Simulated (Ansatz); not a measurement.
A CCSD(T) single point on `N#C[SiH]F` radical.

```yaml
crystal:
  periodic: [false, false, false]
  atoms:
    - {symbol: N, position_ang: [1.347403, -1.164043, 1.391263]}
    - {symbol: C, position_ang: [0.713766, -0.590013, 0.616190]}
    - {symbol: Si, position_ang: [-0.146065, 0.297573, -0.743520]}
    - {symbol: F, position_ang: [-1.590315, -0.347117, -0.917739]}
    - {symbol: H, position_ang: [-0.274888, 1.729999, -0.387594]}
basis:
  gaussian: {orbitals: def2-SVP}
magnetization: {spin_polarized: true, initial_magnetization: 1}
correlation: {method: ccsd_t}
scf: {omitted_lower_state_checks: [cluster_reference]}
```

```sh
$ ansatz run in.yaml --threads 2 --pin off --events-out ev --progress --plain
```

The program prints (abridged):

```
Functional definition: HF
634 factors; integrals over basis functions are off by at most 1.1e-3 eV
mean field evaluation 1: about -13085.6450 eV, gradient 2.6e1 eV
mean field evaluation 2: about -13085.6500 eV, gradient 2.6e1 eV
mean field evaluation 4: about -13089.4728 eV, gradient 3.3e0 eV
mean field evaluation 8: about -13089.6148 eV, gradient 2.7e-1 eV
mean field evaluation 16: about -13089.6232 eV, gradient 2.8e-6 eV
mean field -13089.62315978 eV, -481.0347786567 hartree, gradient 2.8e-6 eV, S^2 0.797388; 3 other end points of the search recorded, 0 dependent functions left out
8 core orbitals not correlated: weight in the atoms' cores, before any rotation towards them, 1.000 or more for the frozen orbitals, at most 0.000 for the correlated occupied ones
reference -13089.62315978 eV, -481.0347786567 hartree; 11, 10 occupied and 46, 47 virtual orbitals, 634 factors
second order -14.42725502 eV of doubles, -0.00000000 eV of singles
cycle   1  -14.35671554 eV  change    7.1e-2 eV  update   1.1e-1
cycle   2  -14.83705426 eV  change   -4.8e-1 eV  update   3.7e-2
cycle   3  -14.97915664 eV  change   -1.4e-1 eV  update   2.3e-2
cycle   4  -14.98696729 eV  change   -7.8e-3 eV  update   9.7e-3
cycle   5  -14.98852091 eV  change   -1.6e-3 eV  update   5.0e-3
cycle   6  -14.98907606 eV  change   -5.6e-4 eV  update   1.8e-3
cycle   7  -14.98909588 eV  change   -2.0e-5 eV  update   7.1e-4
cycle   8  -14.98922961 eV  change   -1.3e-4 eV  update   2.6e-4
cycle   9  -14.98917043 eV  change    5.9e-5 eV  update   9.7e-5
cycle  10  -14.98913147 eV  change    3.9e-5 eV  update   4.5e-5
cycle  11  -14.98914596 eV  change   -1.4e-5 eV  update   2.4e-5
perturbative correction -0.47546883 eV, -0.0174731573 hartree
Total energy: -13105.08777457 eV, -481.6030927679 hartree
Checks for a lower state left out: cluster_reference
```

It took 2.4 s on 2 threads of a server CPU on a shared host, with 0.27 GiB of host memory at the peak.

Correlation energy per correlated electron: -0.736 eV. T1 diagnostic: 0.0220.
